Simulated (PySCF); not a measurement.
Electric field gradients and quadrupole coupling constants

C₇H₁₁PS.
SMILES with atom numbers: `[CH:1]#[C:2][CH2:3][P:4]1[CH2:5][CH2:6][S:7][CH2:8][CH2:9]1` (hydrogens: H10 on C1; H11, H12 on C3; H13, H14 on C5; H15, H16 on C6; H17, H18 on C8; H19, H20 on C9)

Structure used (GFN2-xTB), in Å, numbered top down from 1:
```
atom  x, y, z in Å
C1     3.875   -0.557    0.578
C2     2.960    0.051    0.102
C3     1.832    0.765   -0.446
P4     0.332    0.533    0.645
C5    -0.086   -1.214    0.149
C6    -1.505   -1.565    0.561
S7    -2.743   -0.710   -0.466
C8    -2.325    1.011   -0.043
C9    -0.911    1.374   -0.464
H10    4.690   -1.078    0.982
H11    2.056    1.836   -0.479
H12    1.619    0.412   -1.461
H13    0.032   -1.344   -0.932
H14    0.621   -1.879    0.656
H15   -1.696   -1.299    1.604
H16   -1.709   -2.626    0.420
H17   -3.064    1.618   -0.568
H18   -2.463    1.133    1.034
H19   -0.771    2.456   -0.366
H20   -0.749    1.096   -1.510
```

Field gradients from the PBE0/pcSseg-1 density (PySCF, non-relativistic), principal values in atomic units, ordered |Vxx| ≤ |Vyy| ≤ |Vzz|:

```csv
atom,Vxx,Vyy,Vzz
S7,0.6432,2.4082,-3.0514
```

Find the asymmetry η = (Vxx − Vyy)/Vzz and the couplings χ = eQV/h (234.96 MHz × Q in barn × V in au), with Q(33S) = −0.0678 b.

```csv
atom,environment,nucleus,η,χzz (MHz),χxx (MHz),χyy (MHz)
S7,sulfide sulfur,33S,0.58,48.61,-10.25,-38.36
```

The tensor is traceless: Vxx + Vyy + Vzz = 0.

What is Vzz at S7 in SI units (1 au = 9.71736 × 10²¹ V/m²)?

-3.0514 au = -29.652 × 10²¹ V/m².

And the gradient at the other heavy atoms, for which no coupling is worked out here?

| atom | environment | Vzz (au) | η |
| --- | --- | --- | --- |
| C1 | terminal alkyne carbon | -0.264 | 0.03 |
| C2 | alkyne carbon | -0.285 | 0.04 |
| C3 | sp3 carbon bound to phosphorus | 0.094 | 0.97 |
| P4 | phosphine phosphorus | -1.398 | 0.19 |
| C5 | sp3 carbon bound to phosphorus | -0.079 | 0.33 |
| C6 | sp3 carbon bound to sulfur | 0.236 | 0.35 |
| C8 | sp3 carbon bound to sulfur | 0.231 | 0.36 |
| C9 | sp3 carbon bound to phosphorus | -0.065 | 0.23 |

What couplings would deuterons (Q(2H) = 0.00286 b) have in place of the hydrogens, at this geometry?

| atom | bonded to | bond length (Å) | Vzz (au) | η | χzz (kHz) |
| --- | --- | --- | --- | --- | --- |
| H10 | C1 | 1.049 | 0.3977 | 0.00 | 267 |
| H11 | C3 | 1.095 | 0.2999 | 0.02 | 202 |
| H12 | C3 | 1.096 | 0.2978 | 0.03 | 200 |
| H13 | C5 | 1.095 | 0.2990 | 0.03 | 201 |
| H14 | C5 | 1.095 | 0.3007 | 0.02 | 202 |
| H15 | C6 | 1.092 | 0.2999 | 0.01 | 202 |
| H16 | C6 | 1.091 | 0.3054 | 0.04 | 205 |
| H17 | C8 | 1.091 | 0.3054 | 0.04 | 205 |
| H18 | C8 | 1.092 | 0.2996 | 0.01 | 201 |
| H19 | C9 | 1.095 | 0.3025 | 0.02 | 203 |
| H20 | C9 | 1.094 | 0.2995 | 0.02 | 201 |

Isolated species at its GFN2-xTB geometry (one conformer only). GFN2-xTB bond lengths can be off by several hundredths of an ångström, more for odd bonds, and the gradients follow them. These gradients aren't converged with respect to the basis.
